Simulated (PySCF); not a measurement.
**I²⁺ (iodine, charge +2): LDA calculation**

Configuration: [Kr] 4d10 5s1 5p3 6s1, high-spin 6S determinant (an excited configuration). Calculation: PySCF 2.14, in aug-cc-pVTZ-PP with ECP28MDF; a scalar-relativistic core potential.

```
Total energy                : -293.2766 hartree
One-electron energy         : -490.3221 hartree
Hartree (Coulomb) energy    : 217.8623 hartree
Exchange-correlation energy : -20.8169 hartree
⟨S²⟩                        : 8.7509
⟨L²⟩                        : 0.000
Sum of ⟨r⟩                  : 28.01 bohr
Sum of ⟨r²⟩                 : 52.98 bohr²
```

| shell | electrons | mean orbital energy (eV) | rms radius, mean of both spins (bohr) |
| --- | --- | --- | --- |
| 4s α | 1 | -206.40 | 0.796 |
| 4s β | 1 | -205.83 | 0.796 |
| 4p α | 3 | -153.05 | 0.855 |
| 4p β | 3 | -152.43 | 0.855 |
| 4d α | 5 | -76.278 | 0.998 |
| 4d β | 5 | -75.363 | 0.998 |
| 5s α | 1 | -42.014 | 1.93 |
| 5p α | 3 | -29.714 | 2.25 |
| 6s α | 1 | -13.576 | 4.30 |

Energies and moments cover only the electrons outside the core potential. The outer electron is Rydberg-like, and this basis confines it to a smaller radius and binds it less than a complete one would.
